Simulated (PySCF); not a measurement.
# Radial density of I³⁺ (iodine, charge +3)

r2SCAN0, [Kr] 4d10 5s2 5p2, high-spin 3P determinant. Computed with PySCF 2.14 in aug-cc-pVQZ-PP with ECP28MDF, with scalar relativity through the core potential. This is the valence pseudo-density: the core potential removes the inner electrons and smooths the orbitals near the nucleus.

```csv
r (bohr),4πr²ρ (e/bohr),4πr²(ρα − ρβ)
0.00207,1.536e-05,0.0000
0.00348,4.167e-05,0.0000
0.00586,0.0001064,0.0000
0.00986,0.0002457,0.0000
0.0166,0.0005114,0.0000
0.0279,0.0008901,0.0000
0.0469,0.001381,0.0000
0.0789,0.003275,0.0001
0.133,0.02251,0.0004
0.223,0.2846,0.0043
0.375,4.596,0.0775
0.632,25.48,0.2841
1.06,14.86,0.0421
1.79,3.766,1.3034
3.01,0.6185,0.4095
5.06,0.005533,0.0049
```

Energies and moments cover only the electrons outside the core potential.
